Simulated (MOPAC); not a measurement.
A run for MOPAC: PM3 on AlS, 2S+1 = 2, a spin state set in the input, which need not be the lowest, a point of a bond scan (R = 2.092 Å).

```
PM3 1SCF PRECISE CHARGE=0 UHF MS=0.5 THREADS=1
AlS

Al     0.00000000 1     0.00000000 1     0.00000000 1
S      0.00000000 1     0.00000000 1     2.09219600 1
```

The log:

```
*******************************************************************************
 **                                                                           **
 **                              MOPAC v23.2.5                                **
 **                                                                           **
 *******************************************************************************
 ** MOPAC's Digital Object Identifier: https://doi.org/10.5281/zenodo.6511958 **
 **                                                                           **
 ** Please cite the open-source release paper for use of this MOPAC version:  **
 ** J. E. Moussa and J. J. P. Stewart (2026)                                  **
 ** MOPAC: An open-source semiempirical molecular orbital program             **
 ** J. Open Source Softw., 11(119), 8025, https://doi.org/10.21105/joss.08025 **
 *******************************************************************************

                              PM3 CALCULATION RESULTS

 *******************************************************************************
 *  PM3        - The PM3 Hamiltonian to be used
 *  UHF        - UNRESTRICTED HARTREE-FOCK CALCULATION
 *
 *
 *
 *                 CHARGE ON SYSTEM = 0
 *
 *
 *
 *  MS=        - IN MECI, MAGNETIC COMPONENT OF SPIN =  0.5
 *  PRECISE    - TIGHTER CRITERIA TO BE USED
 *  1SCF       - DO 1 SCF AND THEN STOP
 *  THREADS=1  - MULTI-THREADING NOT USED
 *  T=         - A TIME OF 172800.0 SECONDS REQUESTED
 *  DUMP=N     - RESTART FILE WRITTEN EVERY 7200.0 SECONDS REQUESTED
 *******************************************************************************
PM3 1SCF PRECISE CHARGE=0 UHF MS=0.5 THREADS=1
 AlS

   ATOM   CHEMICAL          X               Y               Z
  NUMBER   SYMBOL      (ANGSTROMS)     (ANGSTROMS)     (ANGSTROMS)

     1      Al          0.00000000  *   0.00000000  *   0.00000000  *
     2       S          0.00000000  *   0.00000000  *   2.09219600  *



          CARTESIAN COORDINATES

    NO.       ATOM           X           Y           Z

     1        Al          0.0000      0.0000      0.0000
     2         S          0.0000      0.0000      2.0922

 Al: (PM3): J. J. P. STEWART, J. COMP. CHEM. 10, 209 (1989).
  S: (PM3): J. J. P. STEWART, J. COMP. CHEM. 10, 209 (1989).

           Empirical Formula: Al S  =     2 atoms



      MOLECULAR POINT GROUP   :   C*v


          UHF CALCULATION, NO. OF ALPHA ELECTRONS =    5
                           NO. OF BETA  ELECTRONS =    4

 -------------------------------------------------------------------------------
 PM3 1SCF PRECISE CHARGE=0 UHF MS=0.5 THREADS=1
 AlS



     1SCF WAS SPECIFIED, SO BFGS WAS NOT USED
     SCF FIELD WAS ACHIEVED


                              PM3 CALCULATION
                                                       MOPAC v23.2.5 Linux




          FINAL HEAT OF FORMATION =         33.31846 KCAL/MOL =     139.40444 KJ/MOL


          COSMO AREA              =         95.77 SQUARE ANGSTROMS
          COSMO VOLUME            =         83.22 CUBIC ANGSTROMS

          IONIZATION POTENTIAL    =          8.895960 EV
          ALPHA SOMO LUMO (EV)    =         -9.528 -1.200
          BETA  SOMO LUMO (EV)    =         -8.896 -1.004
          NO. OF ALPHA ELECTRONS  =          5
          NO. OF BETA  ELECTRONS  =          4
          MOLECULAR WEIGHT        =         59.0415         POINT GROUP:  C*v

          MOLECULAR DIMENSIONS (Angstroms)

            Atom       Atom       Distance
            S     2   Al     1     2.09220
            S     2   Al     1     0.00000
           Al     1    S     2     0.00000


          SCF CALCULATIONS        =          1





   ATOM   CHEMICAL          X               Y               Z
  NUMBER   SYMBOL      (ANGSTROMS)     (ANGSTROMS)     (ANGSTROMS)

     1      Al          0.00000000  *   0.00000000  *   0.00000000  *
     2       S          0.00000000  *   0.00000000  *   2.09219600  *

                             CARTESIAN COORDINATES

   1   Al        0.000000000     0.000000000     0.000000000
   2    S        0.000000000     0.000000000     2.092196000


           Empirical Formula: Al S  =     2 atoms



      MOLECULAR POINT GROUP   :   C*v


          ALPHA EIGENVALUES
 -24.52748 -12.87281 -11.21091  -9.52821  -9.52821  -1.19965  -1.19965   2.62847


           BETA EIGENVALUES
 -22.54687 -11.83320  -8.89596  -8.89596  -1.00425  -0.60455  -0.60455   2.19127


              NET ATOMIC CHARGES AND DIPOLE CONTRIBUTIONS

  ATOM NO.   TYPE          CHARGE      No. of ELECS.   s-Pop       p-Pop
    1         Al           0.508740        2.4913     1.11781     1.37345
    2          S          -0.508740        6.5087     1.97283     4.53591
 DIPOLE           X         Y         Z       TOTAL
 POINT-CHG.     0.000     0.000    -5.112     5.112
 HYBRID         0.000    -0.000    -0.100     0.100
 SUM            0.000    -0.000    -5.212     5.212


          ATOMIC ORBITAL ELECTRON POPULATIONS

     Atom    s        px        py        pz
    1 Al   1.11781   0.29070   0.29070   0.79205
    2  S   1.97283   1.70930   1.70930   1.11731


                    (SZ)    =    0.500000
                    (S**2)  =    1.234317


          ATOMIC ORBITAL SPIN POPULATIONS

    Atom   Total    s     px     py     pz
         Atomic
    1 Al  0.3197  0.146  0.003  0.003  0.168
    2  S  0.6803 -0.017 -0.003 -0.003  0.703

 **********************
 *                    *
 * JOB ENDED NORMALLY *
 *                    *
 **********************




 == MOPAC DONE ==
```

The run finished. Its determinant has ⟨S²⟩ = 1.23, a mixture of spin states.

Cost: very roughly 0.04 core-seconds.
